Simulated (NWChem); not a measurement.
Species: 1,1,1-trifluoroethane (C2H3F3); SMILES FC(F)(F)C

Program: NWChem. Structure relaxed at the PBE0/def2-SVP level. Level: PBE0/def2-SVP with SMD (1 M gas to 1 M solution), gas-phase geometry.

For solvent n-hexane:

```yaml
solvation free energy (kcal/mol): -1.5
cavity-dispersion-structure term (kcal/mol): 0.0
dipole in solution (D): 2.34
```

Question: How do the values read with solvent water instead?

Answer: 
- solvation free energy (kcal/mol): 0.4
- cavity-dispersion-structure term (kcal/mol): 3.8
- dipole in solution (D): 2.57
